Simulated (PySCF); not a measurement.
Gas-phase reaction: AgF + H ⇌ Ag + HF

Method: PySCF energies plus ideal-gas RRHO corrections (1 bar). † marks an energy on the PBE0/def2-TZVP geometry and frequencies. Open shells (unrestricted): H (multiplicity 2), Ag (multiplicity 2); the rest are closed-shell singlets. B3LYP is the form with VWN-RPA correlation. Ag: scalar-relativistic def2 core potential, no spin-orbit coupling.

PBE0/def2-QZVP† gives ΔH°(298 K) = -234 kJ.

What do M06-2X/def2-TZVP†, r2SCAN/def2-TZVP†, B3LYP/def2-TZVP† give?

M06-2X/def2-TZVP†: -241 kJ; r2SCAN/def2-TZVP†: -223 kJ; B3LYP/def2-TZVP†: -242 kJ. For scale, ΔH°(298 K) is -234 kJ at this level, -217 kJ at ωB97M-V/def2-TZVP†, and runs from -244 to -30 kJ over the 18 levels computed.
